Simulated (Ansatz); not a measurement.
AlH$_{8}$NSi$_{2}$ (`[AlH2][N]([SiH3])[SiH3]`), one more setting.

```yaml
crystal:
  periodic: [false, false, false]
  atoms:
    - {symbol: Al, position_ang: [-0.895033, 1.711504, -0.255884]}
    - {symbol: N, position_ang: [-0.067057, 0.135877, -0.018245]}
    - {symbol: Si, position_ang: [-0.153202, -0.703703, 1.501565]}
    - {symbol: Si, position_ang: [0.846700, -0.600979, -1.300512]}
    - {symbol: H, position_ang: [-0.771086, 2.406524, -1.669316]}
    - {symbol: H, position_ang: [-1.700902, 2.314686, 0.961907]}
    - {symbol: H, position_ang: [1.205940, -0.894220, 2.078799]}
    - {symbol: H, position_ang: [-0.761362, -2.051451, 1.326694]}
    - {symbol: H, position_ang: [-0.980328, 0.085975, 2.449009]}
    - {symbol: H, position_ang: [0.799372, 0.274736, -2.498937]}
    - {symbol: H, position_ang: [0.288655, -1.936854, -1.648031]}
    - {symbol: H, position_ang: [2.265204, -0.797396, -0.892949]}
basis:
  gaussian: {orbitals: def2-TZVPP}
hamiltonian: {xc: {name: wPBEh}}
scf: {lower_state_search: full}
```

```sh
$ ansatz run in.yaml --threads 4 --pin off --events-out ev --progress --plain --max-ram 10444MiB
```

Shortened log:

```
Functional definition: wPBEh
1509 factors; their error is unknown
143 factors; integrals over basis functions are off by at most 9.5e-7 eV
mean field evaluation 1: about -23956.7371 eV, gradient 6.5e1 eV
mean field evaluation 2: about -23922.3606 eV, gradient 1.2e2 eV
mean field evaluation 4: about -23964.9506 eV, gradient 3.9e0 eV
mean field evaluation 8: about -23964.9837 eV, gradient 4.9e-2 eV
mean field -23965.02718322 eV, -880.6985049044 hartree, gradient 3.8e-5 eV, S^2 0.000000; 0 other end points of the search recorded, 0 dependent functions left out
reference -23965.02723666 eV, -880.6985068683 hartree; 28, 28 occupied and 241, 241 virtual orbitals, 1509 factors
Total energy: -23965.02723666 eV, -880.6985068683 hartree
```

Run time 2.1 s (4 threads of an Intel Xeon 6975P-C on a shared host); peak host memory 0.65 GiB.
